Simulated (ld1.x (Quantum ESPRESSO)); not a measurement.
**What the settings do to the TM potential of Al (Z = 13)**

Base potential:

ld1.x (Quantum ESPRESSO) 7.5 input, shortened:

```
&input
   title='Al', zed=13., rel=0, dft='PBESOL', iswitch=3,
   config='[Ne] 3s2 3p1'
 /
 &inputp
   pseudotype=2, tm=.true., lloc=0,
   nlcc=.true., new_core_ps=.true., rcore=1.90
 /
2
3P  2  1   1.00   0.00  2.60  2.60  0.0
3S  1  0   2.00   0.00  1.85  1.85  0.0
 &test
   configts(1)='3s2 3p1'
 /
```

All-electron outer shells of the reference configuration (PBEsol, non-relativistic, ld1.x):

```
shell  level (eV)  outermost node (bohr)  outermost maximum (bohr)
   2p      -69.58                      –                      0.43
   3s       -7.69                   0.80                      2.09
   3p       -2.70                   0.82                      2.64
```

Cutoffs, loose and tight: the cutoffs (Ry, on a coarse ladder) from which the occupation-weighted sum of valence levels, in a spherical-Bessel basis at the reference potential, stays within 10 and 1 mRy of its value at 400 Ry. They do not see the model core or the augmentation charge, which bear on the density cutoff. Test errors are all-electron minus pseudo excitation energies from the reference, over the configurations 3s2 3p0; 3s1 3p0; 3s2 3p0.5; 3s2 3p1.3; 3s0 3p3; 3s1 3p2; 3s1 3p1. A dash means not determined; rows that change the core or the reference have their own tests.

| change | outcome | cutoff, loose | cutoff, tight | bound ghosts | largest test error (meV) |
| --- | --- | --- | --- | --- | --- |
| base | generated | 10 Ry | 30 Ry | none | -7.0 |
| wave 3p (bound): rc 2.60 bohr becomes 3p (bound): rc 1.74 bohr | generated | 10 Ry | 30 Ry | none | +4.9 |
| wave 3p (bound): rc 2.60 bohr becomes 3p (bound): rc 2.04 bohr | generated | 10 Ry | 30 Ry | none | +5.8 |
| wave 3p (bound): rc 2.60 bohr becomes 3p (bound): rc 2.26 bohr | generated | 10 Ry | 30 Ry | none | -8.2 |
| wave 3p (bound): rc 2.60 bohr becomes 3p (bound): rc 2.64 bohr | generated | 10 Ry | 30 Ry | none | -7.0 |
| wave 3p (bound): rc 2.60 bohr becomes 3p (bound): rc 2.90 bohr | generated | 10 Ry | 30 Ry | none | +4.5 |
| wave 3p (bound): rc 2.60 bohr becomes 3p (bound): rc 3.32 bohr | generated | 10 Ry | 30 Ry | none | +5.0 |
| wave 3p (bound): rc 2.60 bohr becomes 3p (bound): rc 3.64 bohr | generated | 10 Ry | 30 Ry | none | +5.4 |
| wave 3p (bound): rc 2.60 bohr becomes 3p (bound): rc 3.88 bohr | generated | 10 Ry | 30 Ry | none | +5.0 |

Reading the sweep of the p radius (base included, trends over the rows without a ghost): The loose cutoff stays near 10 Ry. The median size of the test errors (rows with all tests solved) is not monotonic: lowest 0.2 meV at 3.32 bohr, highest 2.1 meV at 2.6 bohr.
